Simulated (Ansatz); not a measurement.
Cd(F)(GeH3) (CdFGeH3), SMILES [F][Cd][GeH3].

The structure is a stationary point at B3LYP-D3(BJ)/def2-SVP. The structure was generated by enumeration; whether it is a known compound was not checked. The def2 effective core potentials stand for the cores of Cd; spin–orbit coupling is left out.

Two levels are set side by side: PBE/def2-SVPD (Ansatz, a quantum-chemistry and plane-wave program) and CAM-B3LYP/def2-SVPD (Ansatz). Energy differences of separate SCF runs at the same geometry; the states with an electron removed or added have multiplicity 2 and 2. Differences are taken from unrounded values.

| quantity | CAM-B3LYP | PBE | PBE minus CAM-B3LYP |
|---|---|---|---|
| vertical ionisation energy (eV) | 10.50 | 10.24 | -0.26 |
| vertical singlet–triplet gap (eV) | 5.16 | 4.84 | -0.31 |
